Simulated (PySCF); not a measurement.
**From a computed spectrum to the compound**

A species of 3 atoms with charge 1 has these harmonic modes (PBE0, small Gaussian bases with core potentials, PySCF 2.14.0):

```tsv
cm⁻¹	km/mol	symmetry
559	45.2	a1
1676	277.4	b2
1704	85.2	a1
```

**Question.** Which species is it, and in which structure?

**Answer.** [TmH2]+ (singlet in the valence; each metal's 4f electrons, 12 of them, lie in its core potential, out of spins and levels):
```xyz
3

Tm    0.0000    0.0000   -0.0136
H     1.4874    0.0000    1.1372
H    -1.4874    0.0000    1.1372
```
Ideal gas at 298.15 K and 1 bar: S = 245.5 J/(mol K), Cp = 38.3 J/(mol K), H − H(0 K) = 10.4 kJ/mol (rigid rotor, harmonic modes, spin degeneracy alone, that of the 4f electrons in the core included). An lcecp potential fixes the number of 4f electrons, so in runs with it no electron can move into or out of that shell.
 This is one of several that fit.
